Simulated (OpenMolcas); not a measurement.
Ru3+: effect of the metal basis

Ru3+ with 6 ligands (fluoride) in octahedral coordination (Oh) at 1.99 Å. A charge of +0.5 e stands 2.6 Å behind each ligand.

```yaml
Program: OpenMolcas 26.06
Method: CASSCF
Spin-orbit_coupling: RASSI with atomic mean-field integrals over the reference wave functions
```

Fixed: ligand basis ANO-RCC-VDZP, active space 5 electrons in 5 orbitals (4d), DKH2 Hamiltonian.

States (labels of O, the rotations of Oh). Energies in cm-1 above the lowest state or level, χT in cm3 K/mol; under a threefold ground state the first gap can be a small split of the lowest multiplet, not the spin-orbit step; 10Dq and B are least-squares fits to the states below 45000 cm-1, weighted by degeneracy, with a free offset, and given where the rms deviation is under 5 % of |10Dq| (or 100 cm-1) and under 700 cm-1.

| Run | Metal basis | Ground state | First state of that spin | 10Dq | B (rms of fit) | First gap with spin-orbit (degeneracies) | χT at 300 K | First state of another spin | Cost |
| --- | --- | --- | --- | --- | --- | --- | --- | --- | --- |
| A | ANO-RCC-VDZP | 2T2 | 2T1 18089 | 21934 | 790 (235) | 2034 (2, 4) | 0.664 | 6A1 1677 | roughly 40 core-seconds |
| B | ANO-RCC-VTZP | 2T2 | 2T1 17971 | 21814 | 798 (227) | 1892 (2, 4) | 0.690 | 6A1 832.4 | roughly 50 core-seconds |

Against A, |10Dq| changes by -0.5 % in B.

Costs are those of the RASSCF and RASSI steps.

An orbital triplet at a regular site is open to Jahn-Teller coupling, which can distort the site and quench the lowest spin-orbit gaps and is left out. Without dynamic correlation the repulsion within the d shell is too large (B by tens of per cent), so at a given field states of lower spin stand too high. This shell can be high or low spin here, a state of another spin lies low, and with metal d orbitals alone active their balance is uncertain, so the ground spin may be wrong, although the usual error favours high spin. The least metal-like active orbital is 82 % on the metal (Löwdin) and no ligand orbital is active, so the numbers are rough. With metal d orbitals alone the field can be off either way by tens of per cent. Ligand-to-metal charge-transfer states are missing. With no ligand orbital active B as a rule stays too high, so bands that hang on it stand too high and its fall with covalency is understated. No measured value stands beside these numbers; the geometry is a model, was not optimised and need not be the one that this ion takes.
